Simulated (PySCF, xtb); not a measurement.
FH6N3Sn, SMILES [NH2][Sn]([NH2])([NH2])[F]. One conformer was computed; it need not be the lowest.

Harmonic wavenumbers (cm⁻¹) from GFN2-xTB run with xtb 6.7.1 at its own minimum, in rising order: 92, 95, 124, 124, 126, 139, 139, 141, 341, 440, 530, 531, 740, 740, 742, 790, 797, 798, 1462, 1462, 1468, 3371, 3372, 3377, 3400, 3402, 3404.

Problem. What does B3LYP-D3(BJ)/def2-SVP (PySCF) give at its own minimum? (An estimate is asked for; the answer gives what the named calculation found.)

Solution. 97, 97, 156, 156, 161, 187, 187, 232, 532, 545, 545, 603, 643, 648, 648, 837, 864, 864, 1534, 1534, 1536, 3501, 3501, 3501, 3597, 3597, 3597. Paired by order, the mean absolute difference is 86 cm⁻¹ and the zero-point energies are 46.0 and 48.5 kcal/mol.
